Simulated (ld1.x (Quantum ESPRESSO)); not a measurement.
# Before and after: TM potential for Hf

```
Element                 : hafnium (Hf)
Generator               : ld1.x (Quantum ESPRESSO) 7.5
Type                    : norm-conserving Troullier–Martins (Kleinman–Bylander form)
Functional              : BP86
Relativity              : scalar-relativistic
Frozen core             : [Xe] 4f14
Valence charge          : 4
Reference configuration : 5d2 6s1 6p1
Partial waves           : 6s (bound): rc 2.95 bohr; 5d (bound): rc 1.70 bohr; 6p (bound): rc 2.85 bohr
Local potential         : the p channel
Core correction         : a·sin(br)/r model core, default radius (core density twice the valence density)
```

All-electron outer shells of the reference configuration (BP86, scalar-relativistic, ld1.x):

| shell | level (eV) | outermost node (bohr) | outermost maximum (bohr) |
| --- | --- | --- | --- |
| 5p | -37.15 | 0.60 | 1.16 |
| 4f | -18.41 | – | 0.45 |
| 6s | -6.16 | 1.36 | 2.85 |
| 5d | -4.02 | 0.67 | 1.69 |
| 6p | -2.18 | 1.65 | 3.95 |

Change: all radii but the core radius scaled by about 1.26 (s 3.72, p 3.60, d 2.14 bohr).

Cutoffs: the cutoffs (Ry, on a coarse ladder) from which the occupation-weighted sum of valence levels, in a spherical-Bessel basis at the reference potential, stays within 10 and 1 mRy of its value at 400 Ry; they do not see the model core or the augmentation charge, which bear on the density cutoff. Errors are all-electron minus pseudo energies relative to the spin-unpolarised reference configuration.

**Question.** Predict the effect on cutoff, ghosts and configuration errors.

**Answer.** The potential gets harder (21 Ry and 30 Ry → 25 Ry and 30 Ry); the bound ghost in s disappears; of the 7 tests that both files solve, the error grows in 3 and shrinks in 3 by more than 15 % and 0.3 meV (median size 82.3 → 23.1 meV).

```tsv
quantity	base	changed
cutoff, loose	21 Ry	25 Ry
cutoff, tight	30 Ry	30 Ry
bound ghosts	s	none
error for 5d2 6s2 6p0, meV [ΔE -3.87 eV]	-6.1	-11
error for 5d2 6s1 6p0, meV [ΔE 4.28 eV]	-5.6	-6.4
error for 5d2 6s0 6p0, meV [ΔE 18.64 eV]	-39	-52
error for 5d1 6s2 6p1, meV [ΔE -1.87 eV]	-82	-23
error for 5d1 6s2 6p0, meV [ΔE 2.78 eV]	-92	+9.8
error for 5d3 6s0 6p0, meV [ΔE 6.33 eV]	-95	-72
error for 5d1 6s0 6p0, meV [ΔE 40.52 eV]	-278	-352
```

 A true bound ghost makes a file unfit for plane-wave use even where its test errors are small: the radial tests pick states by their node count and pass the ghost by.
